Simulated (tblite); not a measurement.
Compound: C₇H₁₅PSi.
Numbering: `[CH3:1][CH2:2][C:3]1=[CH:4][P:5]([CH2:6][SiH3:7])[CH2:8][CH2:9]1` (hydrogens: H10, H11, H12 on C1; H13, H14 on C2; H15 on C4; H16, H17 on C6; H18, H19, H20 on Si7; H21, H22 on C8; H23, H24 on C9)

Structure used (GFN2-xTB), in Å, numbered top down from 1:
```
atom  x, y, z in Å
C1    -2.550    0.954    0.878
C2    -2.232    0.868   -0.616
C3    -0.978    0.091   -0.871
C4     0.178    0.617   -1.263
P5     1.538   -0.574   -1.464
C6     2.196   -0.521    0.278
Si7    3.089    1.115    0.655
C8     0.296   -1.963   -1.278
C9    -0.971   -1.395   -0.635
H10   -2.739   -0.035    1.290
H11   -3.434    1.566    1.039
H12   -1.715    1.399    1.415
H13   -3.069    0.388   -1.132
H14   -2.119    1.877   -1.018
H15    0.325    1.666   -1.470
H16    2.898   -1.353    0.370
H17    1.378   -0.691    0.979
H18    2.118    2.210    0.730
H19    4.074    1.387   -0.391
H20    3.751    0.980    1.957
H21    0.076   -2.327   -2.285
H22    0.727   -2.793   -0.714
H23   -1.867   -1.860   -1.054
H24   -0.981   -1.587    0.442
```

Calculated harmonic vibrations of the isolated species, GFN2-xTB (tblite), most abundant isotopes, no scaling. The method is semi-empirical: single wavenumbers can be off by several per cent or more. Modes of hydrogen on silicon can be 10 to 20 % off. One conformer, not necessarily the lowest.

Harmonic wavenumbers (cm⁻¹): 25.6, 45.4, 82.5, 94.8, 129.9, 141.9, 208.9, 217.7, 228.2, 334.8, 335.3, 460.5, 489.0, 506.8, 519.1, 578.1, 668.3, 702.5, 729.8, 763.8, 772.3, 784.7, 788.3, 795.4, 798.8, 810.3, 827.6, 877.5, 946.3, 995.7, 1024.5, 1044.4, 1071.0, 1078.2, 1108.5, 1123.6, 1129.8, 1167.3, 1223.6, 1249.4, 1258.4, 1313.8, 1322.1, 1407.7, 1419.2, 1450.0, 1477.8, 1480.7, 1502.7, 1506.1, 1671.0, 2239.3, 2245.7, 2274.0, 2929.9, 2948.7, 2950.2, 2956.1, 2957.7, 2965.5, 2974.3, 2984.6, 3032.7, 3034.1, 3040.6, 3078.5.

A = 1596, B = 748.2, C = 592.3 MHz; mass 158.068 u (most abundant isotopes); point group C1, symmetry number 1.

Zero-point energy?

½Σν̃ = 42651 cm⁻¹ = 510.21 kJ/mol.

Entropy at 273.15 K, 1 bar (ideal gas, RRHO, classical rotation)?

Translation 170.18, rotation 126.51, vibration 152.02: S = 448.7 J/(mol K).

And Cp and H(273.15 K) − H(0)?

Cp = 183.76 J/(mol K), of which vibrations give 150.50 (their classical limit is 66 R = 548.8); H(273.15 K) − H(0) = 29.99 kJ/mol without the zero-point energy, 20.91 from vibrations.

Which modes carry the vibrational entropy at 273.15 K?

25.6 cm⁻¹: 24.98; 45.4 cm⁻¹: 20.23; 82.5 cm⁻¹: 15.31; 94.8 cm⁻¹: 14.17; 129.9 cm⁻¹: 11.63; 141.9 cm⁻¹: 10.93 J/(mol K); the other 60 give 54.77 together.

Blend soft modes into free rotors: weight 1/[1 + (100 cm⁻¹/ν̃)⁴] for the oscillator and the rest for a rotor with moment μB/(μ + B), μ = h/(8π²ν), B = 10⁻⁴⁴ kg m². What vibrational entropy results?

135.55 J/(mol K) in place of 152.02, which changes −T·S at 273.15 K by +4.50 kJ/mol.

What must be added to the electronic energy to get the Gibbs energy at 273.15 K and 1 bar?

ZPE + [H(273.15 K) − H(0)] − T·S = 510.21 + 29.99 − 122.56 = 417.64 kJ/mol.

How do the functions run with temperature in this model?

```tsv
T (K)	S (J/(mol K))	Cp (J/(mol K))	H − H(0) (kJ/mol)	G − H(0) (kJ/mol)	ln q(vib)
150	361.4	116.4	11.63	-42.57	4.85
250	433.0	170.4	25.89	-82.36	8.30
298.15	465.4	198.2	34.77	-104.00	9.92
400	531.6	253.5	57.83	-154.80	13.34
600	651.3	337.3	117.45	-273.32	19.96
900	804.6	417.6	231.69	-492.44	29.36
```

q(vib) and H(0) count from the zero-point level.

Hindered rotation and anharmonicity are outside this model. Other conformers, if any are populated, would add a mixing term that is left out. The structure is chiral; the term R ln 2 for an equal mix with its mirror image is left out.

The run took 1.1 s wall on an Arm Neoverse V2 with one thread, no GPU, on a shared host. The figure is for the frequency step alone.
